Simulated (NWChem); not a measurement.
# CH$_{3}$NO$_{3}$Si; SMILES O[SiH](OC#N)O

```xyz
9

N      0.1563    -3.0180     0.1461
C     -0.1532    -1.9104    -0.1062
O     -0.5259    -0.7130    -0.4137
Si     0.0472     0.7416     0.3482
O     -1.0804     1.8632    -0.1042
O      1.5329     1.1813    -0.2079
H      0.1849     0.4367     1.7925
H     -2.0095     1.5750    -0.1342
H      1.5765     1.5425    -1.1114
```
Atoms are numbered in this order, from 1.

All runs: NWChem. Pople sets run with spherical d functions. Structure relaxed at the PBE-D3(BJ)/def2-SVP level. Vertical excitations in the gas phase; the lowest state need not have the same character in each row.

| level | lowest excitation, singlet (eV) | oscillator strength of that lowest state | orbital gap (eV) |
|---|---|---|---|
| PBE/6-31G*, TDA | 6.45 | 0.001 | 6.40 |
| B3LYP/6-31G*, TDA | [?] | 0.000 | [?] |
| LRC-wPBEh/6-31G*, TDA | 7.68 | 0.000 | 12.61 |
| BHandHLYP/6-31G*, TDA | 7.57 | 0.000 | 11.21 |

Problem. Some entries are withheld; supply them.

Solution. 
- B3LYP/6-31G*, TDA, lowest excitation, singlet (eV): 7.37
- B3LYP/6-31G*, TDA, orbital gap (eV): 8.29
